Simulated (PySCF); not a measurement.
BrH, SMILES Br. Atoms are numbered in the order given.

```xyz
2

Br     0.0000     0.0000    -0.0395
H      0.0000     0.0000     1.3811
```

Geometry: PBE0-D3(BJ)/def2-TZVPD.

Method: PBE/def2-TZVPD (PySCF).

Computed frontier levels, gap, dipole moment and polarisability:
- highest occupied level: -7.47 eV
- lowest empty level: -1.35 eV
- orbital gap: 6.12 eV
- dipole moment: 0.82 D
- quadrupole, principal values (traceless, Buckingham form, about the centre of nuclear charge): -2.05, -2.05, 4.09 D·Å
- mean static polarisability: 25.2 bohr³ (3.74 Å³)
- polarisability, principal values: 24.7, 24.7, 26.2 bohr³
